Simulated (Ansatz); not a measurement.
Basis sets compared for the cluster Sn3Se2. Charge 0, multiplicity 1. Geometry PBE0-D4/def2-SVP. Ansatz on 4 threads of Arm Neoverse V2 on a shared host; times are rough, and most runs start from earlier orbitals.

```xyz
5

Sn    0.4551   -1.5111    1.4949
Sn   -1.4758    0.4947   -0.1104
Sn    1.5003    1.4279    0.6641
Se    0.4487    1.7228   -1.5716
Se   -0.9282   -2.1343   -0.4770
```

In the def2 sets Sn takes a core potential; there is no spin–orbit coupling. The restricted singlet is unstable towards broken spin symmetry in Hartree–Fock (as tested in another run); at PBE-D4/def2-SVP, PBE-D4/def2-TZVP, PBE0-D4/def2-SVP, PBE0-D4/def2-TZVP this wasn't settled. Another isomer (singlet) lies 1.00 eV lower at PBE0-D4/def2-TZVP; other spin states weren't run for this one.

Binding counts from free atoms (Sn triplet, Se triplet) in the same basis, without a counterpoise term.

| level | functions | energy (Eh) | HOMO (eV) | LUMO (eV) | binding per atom (eV) | wall time |
| --- | --- | --- | --- | --- | --- | --- |
| PBE-D4/def2-SVP | 142 | -5444.9135 | -5.12 | -4.12 | 2.84 | 1.6 s |
| PBE0-D4/def2-SVP | 142 | -5445.0723 | -5.89 | -3.63 | 2.65 | 3.6 s |

Problem. Estimate the rows for PBE-D4/def2-TZVP (with forces), PBE0-D4/def2-TZVP.

Solution. 
```tsv
level	functions	energy (Eh)	HOMO (eV)	LUMO (eV)	binding per atom (eV)	wall time
PBE-D4/def2-TZVP (with forces)	246	-5445.5214	-5.14	-4.17	2.85	4.5 s
PBE0-D4/def2-TZVP	246	-5445.6793	-5.88	-3.65	2.68	11 s
```
